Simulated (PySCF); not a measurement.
Isomers of C2H10GeOSi2. Computed with PBE0-D3(BJ)/def2-SVP geometry optimisation, gas phase in PySCF 2.14.0. Energies are electronic, without zero-point or thermal terms, for one conformer each. No frequencies were run at this level. Point groups hold within 0.08 Å.

Question: Order them by energy at this level, lowest first, and give relative energies in kJ/mol.
A. `[CH3:1][C:2](=[O:3])[SiH2:4][SiH2:5][GeH3:6]` with C1–C2–Si4–Si5 -108°, C2–Si4–Si5–Ge6 54°
B. `[GeH3:1][O:2][CH:3]1[SiH2:4][CH2:5][SiH2:6]1` with Ge1–O2–C3–Si4 64°, O2–C3–Si4–C5 145°, C3–Si4–C5–Si6 -22°, Si4–C5–Si6–C3 22°, O2–C3–Si6–C5 -150°
C. `[CH3:1][C:2](=[O:3])[Si@@H:4]([SiH3:5])[GeH3:6]` with C1–C2–Si4–Si5 67°

Answer: C (0.0), A (4.2), B (12.3).

As drawn, the lowest has a C=O bond and an Si–Si bond, which the highest lacks; the highest has a four-membered ring, which the lowest lacks. Neighbours under 10 kJ/mol apart (CC(=O)[Si@@H]([SiH3])[GeH3] and CC(=O)[SiH2][SiH2][GeH3]; CC(=O)[SiH2][SiH2][GeH3] and [GeH3][O]C1[SiH2]C[SiH2]1) can change places with a better method, another conformer or zero-point energy.

```tsv
SMILES	E (Eh)	E rel (kJ/mol)	dipole (D)	point group	A, B, C (MHz)
CC(=O)[Si@@H]([SiH3])[GeH3]	-2812.19509	0.0	2.21	C1	1560, 955.8, 650.6
CC(=O)[SiH2][SiH2][GeH3]	-2812.19347	4.2	2.14	C1	1965, 780.0, 648.1
[GeH3][O]C1[SiH2]C[SiH2]1	-2812.19039	12.3	1.28	C1	3574, 691.9, 602.2
```
